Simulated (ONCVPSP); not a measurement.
## Building the ONCV potential for gold (PW91, scalar-relativistic).

Input for ONCVPSP 4.0.1:

```
# ATOM AND REFERENCE CONFIGURATION
# atsym  z   nc   nv     iexc    psfile
  Au 79.00   10    4  -109134      upf
#
#   n    l    f
    1    0    2.00
    2    0    2.00
    2    1    6.00
    3    0    2.00
    3    1    6.00
    3    2   10.00
    4    0    2.00
    4    1    6.00
    4    2   10.00
    4    3   14.00
    5    0    2.00
    5    1    6.00
    5    2   10.00
    6    0    0.50
#
# PSEUDOPOTENTIAL AND OPTIMIZATION
# lmax
    2
#
#   l,   rc,      ep,       ncon, nbas, qcut
    0    1.75    0.00    5    8    6.70
    1    1.65    0.00    3    6    6.70
    2    1.65    0.00    5   10   11.20
#
# LOCAL POTENTIAL
# lloc, lpopt,  rc(5),   dvloc0
    4    5    1.30    0.00
#
# VANDERBILT-KLEINMAN-BYLANDER PROJECTORs
# l, nproj, debl
    0    2    0.90
    1    2    2.40
    2    1    1.80
#
# MODEL CORE CHARGE
# icmod, fcfact, rcfact
    3    5.00    1.55
#
# LOG DERIVATIVE ANALYSIS
# epsh1, epsh2, depsh
   -6.00    5.00    0.04
#
# OUTPUT GRID
# rlmax, drl
    6.00    0.01
#
# TEST CONFIGURATIONS
# ncnf
    4
# nvcnf
#   n    l    f
    4
    5    0    2.00
    5    1    6.00
    5    2   10.00
    6    0    1.00
#
    4
    5    0    2.00
    5    1    6.00
    5    2   10.00
    6    0    0.00
#
    4
    5    0    2.00
    5    1    6.00
    5    2    9.00
    6    0    0.00
#
    5
    5    0    2.00
    5    1    6.00
    5    2    9.00
    6    0    1.00
    6    1    1.00
#
```

Command:

```bash
oncvpsp.x < Au.dat > Au.out
```

The program printed (shortened: citation, most of the input echo, consistency checks and plot data are left out):

```
ONCVPSP  (Optimized Norm-Conservinng Vanderbilt PSeudopotential)
scalar-relativistic version 4.0.1

#   n    l    f        energy (Ha)
    1    0    2.00    -2.9693162E+03
    2    0    2.00    -5.2402070E+02
    2    1    6.00    -4.5298050E+02
    3    0    2.00    -1.2379617E+02
    3    1    6.00    -1.0319573E+02
    3    2   10.00    -8.1207341E+01
    4    0    2.00    -2.6986317E+01
    4    1    6.00    -2.0232666E+01
    4    2   10.00    -1.2129908E+01
    4    3   14.00    -3.1353217E+00
    5    0    2.00    -4.1376055E+00
    5    1    6.00    -2.3517498E+00
    5    2   10.00    -4.0536397E-01
    6    0    0.50    -3.4752323E-01

Reference configufation results
  iterations    28
  all-electron total energy (Ha)   -1.90135283D+04

Begin loop to  construct optimized pseudo wave functions
and semi-local pseudopoentials for all angular momenta

Calculating optimized projector #   1

 for l=   0

    Fraction of norm inside rc  0.987373
    Optimizing pswf for qcut=   6.71 a_B^-1,  ecut=  22.51 Ha
    Residual kinetic energy error=  1.96D-04 Ha

    Energy error per electron        Cutoff
         Ha          eV             Ha
         0.01000     0.27211       14.04
         0.00100     0.02721       19.21
         0.00010     0.00272       32.11
         0.00001     0.00027       56.05

Calculating optimized projector #   2

 for l=   0

    Fraction of norm inside rc  0.131227
    Optimizing pswf for qcut=   6.71 a_B^-1,  ecut=  22.51 Ha
    Residual kinetic energy error=  2.12D-04 Ha

    Energy error per electron        Cutoff
         Ha          eV             Ha
         0.01000     0.27211       11.02
         0.00100     0.02721       18.91
         0.00010     0.00272       29.96
         0.00001     0.00027       63.57

   Wellstate for l =  1  n =  6
     eigenvalue =   0.0483
     asymptotic potential =   0.5483
     half-point radius =  3.6950

Calculating optimized projector #   1

 for l=   1

    Fraction of norm inside rc  0.928235
    Optimizing pswf for qcut=   6.69 a_B^-1,  ecut=  22.39 Ha
    Residual kinetic energy error=  3.57D-06 Ha

    Energy error per electron        Cutoff
         Ha          eV             Ha
         0.01000     0.27211       12.41
         0.00100     0.02721       15.52
         0.00010     0.00272       17.97
         0.00001     0.00027       20.36

Calculating optimized projector #   2

 for l=   1

    Fraction of norm inside rc  0.064491
    Optimizing pswf for qcut=   6.69 a_B^-1,  ecut=  22.39 Ha
    Residual kinetic energy error=  1.35D-05 Ha

    Energy error per electron        Cutoff
         Ha          eV             Ha
         0.01000     0.27211        9.96
         0.00100     0.02721       13.16
         0.00010     0.00272       15.93
         0.00001     0.00027       25.34

Calculating optimized projector #   1

 for l=   2

    Fraction of norm inside rc  0.615224
    Optimizing pswf for qcut=  11.20 a_B^-1,  ecut=  62.77 Ha
    Residual kinetic energy error=  2.57D-08 Ha

    Energy error per electron        Cutoff
         Ha          eV             Ha
         0.01000     0.27211       15.50
         0.00100     0.02721       24.54
         0.00010     0.00272       41.16
         0.00001     0.00027       48.94

Construct Vanderbilt / Kleinmman-Bylander projectors

B matrix Hermiticity error, ll=   0
   1   2    6.8460E-04

  Orthonormal projector coefficients  1.0794E+01  1.9785E+00

B matrix Hermiticity error, ll=   1
   1   2    3.6570E-04

  Orthonormal projector coefficients  6.1698E+00  9.5121E-01

Model core correction analysis
  based on d2Exc/dn_idn_j

d2excae - all-electron derivatives

   -2.921533D-02   -2.506864D-02   -1.250435D-02   -1.680500D-03
   -2.506869D-02   -2.443371D-02   -1.539139D-02   -2.461301D-03
   -1.250442D-02   -1.539142D-02   -1.705778D-02   -1.086619D-02
   -1.680455D-03   -2.461014D-03   -1.086568D-02   -2.687708D-02

d2excps - pseudofunction derivatives with no core correction

   -5.206582D-02   -3.488827D-02   -1.447566D-02   -3.801492D-03
   -3.489021D-02   -3.095249D-02   -1.728054D-02   -3.299604D-03
   -1.447587D-02   -1.728068D-02   -1.809821D-02   -1.100402D-02
   -3.802669D-03   -3.299361D-03   -1.100349D-02   -2.708939D-02

rms 2nd derivative error    7.000052E-03

rmatch, rhocmatch    0.7917   19.8390

Teter function model core charge with specified parameters

d2excps - pseudofunction derivatives with core correction

   -2.401643D-02   -2.010827D-02   -1.032548D-02   -1.699115D-03
   -2.010827D-02   -2.008440D-02   -1.344150D-02   -2.450663D-03
   -1.032546D-02   -1.344148D-02   -1.622157D-02   -1.083982D-02
   -1.699064D-03   -2.450380D-03   -1.083930D-02   -2.686505D-02

rms 2nd derivative error    2.657037E-03

Pseudoatom total energy -138.560950

Diagnostic tests using Vanderbilt-Kleinman-Bylander pseudopotentials
  1 or more projectors used as specified by nproj input data

   l    rcore       rmatch      e in        delta e   norm test  slope test

   0   1.7543350   1.8076004  -4.1376055   0.0000053   1.0002920   1.0002613
   0   1.7543350   1.8076004  -0.3475232   0.0000024   1.0000390   1.0000286

   1   1.6524667   1.7026392  -2.3517498   0.0000094   1.0002227   1.0002272
   1   1.6524667   1.7026392   0.0482502   0.0000654   1.0003606   1.0003606

   2   1.6524667   1.7026392  -0.4053640  -0.0000023   0.9999998   1.0000099

 Testing for bound ghosts
   n   l    E NL Schr. Eq   E Basis Diag.   E Cutoff

   1   0       -4.137600       -4.137600     86.39
   2   0       -0.347521       -0.325915     86.39

   2   1       -2.351740       -2.351747     57.28

   3   2       -0.405366       -0.402764    162.27

 Testing for highly-localized positive-energy ghosts
       l    <radius>/rc     E Basis Diag.   E Cutoff

       0        0.865201        7.326396     86.39  WARNING - GHOST(+)

Test configuration 0

   n   l     f        eae           eps        diff
   1   0  2.0000-2969.31620875
   2   0  2.0000 -524.02070151
   2   1  6.0000 -452.98049520
   3   0  2.0000 -123.79616847
   3   1  6.0000 -103.19573038
   3   2 10.0000  -81.20734146
   4   0  2.0000  -26.98631651
   4   1  6.0000  -20.23266601
   4   2 10.0000  -12.12990776
   4   3 14.0000   -3.13532168
   5   0  2.0000   -4.13760553   -4.13760025    5.28D-06
   5   1  6.0000   -2.35174983   -2.35174040    9.43D-06
   5   2 10.0000   -0.40536397   -0.40536625   -2.29D-06
   6   0  0.5000   -0.34752323   -0.34752086    2.37D-06

    Total energies and differences
      AE_ref= -1.90135283D+04  AE_tst= -1.90135283D+04  dif=  0.00D+00
      PS_ref= -1.38560950D+02  PS_tst= -1.38560950D+02  dif= -1.14D-13
      PSP excitation error=  1.14D-13

Test configuration 1

   n   l     f        eae           eps        diff
   1   0  2.0000-2969.16555542
   2   0  2.0000 -523.87138271
   2   1  6.0000 -452.83115085
   3   0  2.0000 -123.64647960
   3   1  6.0000 -103.04603828
   3   2 10.0000  -81.05777709
   4   0  2.0000  -26.83636573
   4   1  6.0000  -20.08271755
   4   2 10.0000  -11.98000013
   4   3 14.0000   -2.98536026
   5   0  2.0000   -3.98671152   -3.98576223    9.49D-04
   5   1  6.0000   -2.19986406   -2.19963217    2.32D-04
   5   2 10.0000   -0.25498302   -0.25505202   -6.90D-05
   6   0  1.0000   -0.21443074   -0.21432210    1.09D-04

    Total energies and differences
      AE_ref= -1.90135283D+04  AE_tst= -1.90136683D+04  dif= -1.40D-01
      PS_ref= -1.38560950D+02  PS_tst= -1.38701031D+02  dif= -1.40D-01
      PSP excitation error=  2.64D-05

Test configuration 2

   n   l     f        eae           eps        diff
   1   0  2.0000-2969.47875485
   2   0  2.0000 -524.18167399
   2   1  6.0000 -453.14149931
   3   0  2.0000 -123.95750803
   3   1  6.0000 -103.35707346
   3   2 10.0000  -81.36854457
   4   0  2.0000  -27.14791635
   4   1  6.0000  -20.39425818
   4   2 10.0000  -12.29144644
   4   3 14.0000   -3.29690003
   5   0  2.0000   -4.30002148   -4.30118442   -1.16D-03
   5   1  6.0000   -2.51506527   -2.51536404   -2.99D-04
   5   2 10.0000   -0.56608797   -0.56604117    4.68D-05

    Total energies and differences
      AE_ref= -1.90135283D+04  AE_tst= -1.90133195D+04  dif=  2.09D-01
      PS_ref= -1.38560950D+02  PS_tst= -1.38352119D+02  dif=  2.09D-01
      PSP excitation error= -1.18D-04

Test configuration 3

   n   l     f        eae           eps        diff
   1   0  2.0000-2969.96665818
   2   0  2.0000 -524.67094231
   2   1  6.0000 -453.63073509
   3   0  2.0000 -124.44575773
   3   1  6.0000 -103.84531524
   3   2 10.0000  -81.85702159
   4   0  2.0000  -27.63554550
   4   1  6.0000  -20.88185183
   4   2 10.0000  -12.77903938
   4   3 14.0000   -3.78414337
   5   0  2.0000   -4.78254550   -4.78283371   -2.88D-04
   5   1  6.0000   -2.99114986   -2.99123059   -8.07D-05
   5   2  9.0000   -1.00744651   -1.00742436    2.22D-05

    Total energies and differences
      AE_ref= -1.90135283D+04  AE_tst= -1.90125373D+04  dif=  9.91D-01
      PS_ref= -1.38560950D+02  PS_tst= -1.37569795D+02  dif=  9.91D-01
      PSP excitation error= -1.86D-04

Test configuration 4

   n   l     f        eae           eps        diff
   1   0  2.0000-2969.35285375
   2   0  2.0000 -524.06167713
   2   1  6.0000 -453.02131676
   3   0  2.0000 -123.83608659
   3   1  6.0000 -103.23562861
   3   2 10.0000  -81.24765838
   4   0  2.0000  -27.02553044
   4   1  6.0000  -20.27188172
   4   2 10.0000  -12.16924460
   4   3 14.0000   -3.17439024
   5   0  2.0000   -4.17208961   -4.16942622    2.66D-03
   5   1  6.0000   -2.37945075   -2.37880282    6.48D-04
   5   2  9.0000   -0.40557519   -0.40587178   -2.97D-04
   6   0  1.0000   -0.30192555   -0.30165372    2.72D-04
   6   1  1.0000   -0.07770790   -0.07767465    3.32D-05

    Total energies and differences
      AE_ref= -1.90135283D+04  AE_tst= -1.90133921D+04  dif=  1.36D-01
      PS_ref= -1.38560950D+02  PS_tst= -1.38424695D+02  dif=  1.36D-01
      PSP excitation error= -9.99D-05
```

The run took about 3.6 s on one core of a shared server CPU.
